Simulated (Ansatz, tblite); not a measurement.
Isomers of In$_{2}$Se$_{3}$⁻ (doublet), found by a short tight-binding search and relaxed with PBE-D4/def2-SVPD in Ansatz.

In the def2 sets In takes a core potential; there is no spin–orbit coupling. The xTB rows come from tblite. Correlated methods freeze 35 core orbitals; core or outer-core shells of In, Se are correlated, in sets that lack core-valence functions.

Other spin states weren't relaxed.

A:

```xyz
5

In    1.3243   -0.4166   -1.6928
In   -0.8740    1.6365    1.1608
Se   -1.2303   -1.0327    1.5239
Se    0.7454    2.0234   -0.8817
Se    0.0346   -2.2106   -0.1102
```

B:

Cartesian coordinates in Å:
```
In 1.9678 0.4637 0.6754
In -2.0143 -0.6553 0.2381
Se -0.5247 1.1951 1.7195
Se 0.0003 0.6204 -1.5885
Se 0.5709 -1.6239 -1.0446
```

C:

```xyz
5

In    0.554    0.972    0.947
In   -0.621   -1.056   -0.824
Se    0.808    0.980   -1.692
Se   -1.871   -3.039   -1.416
Se    1.130    2.142    2.986
```

D:

Cartesian coordinates in Å:
```
In 1.401 -1.129 -0.194
In -1.015 1.466 -0.296
Se -0.267 -0.169 1.956
Se 1.334 1.178 -1.621
Se -1.453 -1.346 0.155
```

Question: Estimate which lies lowest at each level, and how far above it the others are (eV).

Answer: 
| level | A | B | C | D |
| --- | --- | --- | --- | --- |
| GFN1-xTB | 0.00 | 0.27 | 1.38 | 0.34 |
| GFN2-xTB | 0.02 | 0.00 | 1.00 | 0.18 |
| HF/def2-TZVPD | 0.10 | 0.46 | 0.00 | 0.18 |
| PBE-D4/def2-TZVPD | 0.00 | 0.38 | 0.56 | 0.12 |
| revPBE-D4/def2-TZVPD | 0.00 | 0.34 | 0.62 | 0.15 |
| r2SCAN-D4/def2-TZVPD | 0.00 | 0.45 | 0.31 | 0.05 |
| PBE0-D4/def2-TZVPD | 0.00 | 0.41 | 0.42 | 0.05 |
| PBE-QIDH/def2-TZVPD | 0.08 | 0.52 | 0.30 | 0.00 |
| RPA@PBE/def2-TZVPD | 0.07 | 0.34 | 0.39 | 0.00 |
| MP2/def2-TZVPD | 0.22 | 0.58 | 0.44 | 0.00 |
Point groups (tolerance 0.1 Å): A C2v, B Cs, C not assigned, D C2v. B and D have the same bonds, so they are conformers or stereoisomers. Lower isomers may exist.
